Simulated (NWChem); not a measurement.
SiNH2F, singlet; SMILES N[Si]F

```xyz
5

Si    -0.6434     0.0506     0.0000
F      0.4310     1.2984     0.0000
N      0.4907    -1.2340     0.0000
H      1.5010    -1.1134     0.0000
H      0.2134    -2.2102     0.0000
```
Atoms are numbered in this order, from 1.

Computed with NWChem. Low-valent species are run as closed-shell singlets; no triplet was tried in these runs. The geometry was optimised at PBE0/def2-SVP. Level: PBE0/def2-SVP with SMD (1 M gas to 1 M solution), gas-phase geometry. Reactions with the solvent are ignored.

For solvent water:

```yaml
cavity-dispersion-structure term (kcal/mol): 2.2
dipole in solution (D): 3.34
```

Task: Estimate the same quantities for solvent n-hexane.

Result: The cavity-dispersion-structure term (kcal/mol) comes out as 0.1. The dipole in solution (D) is 2.89.
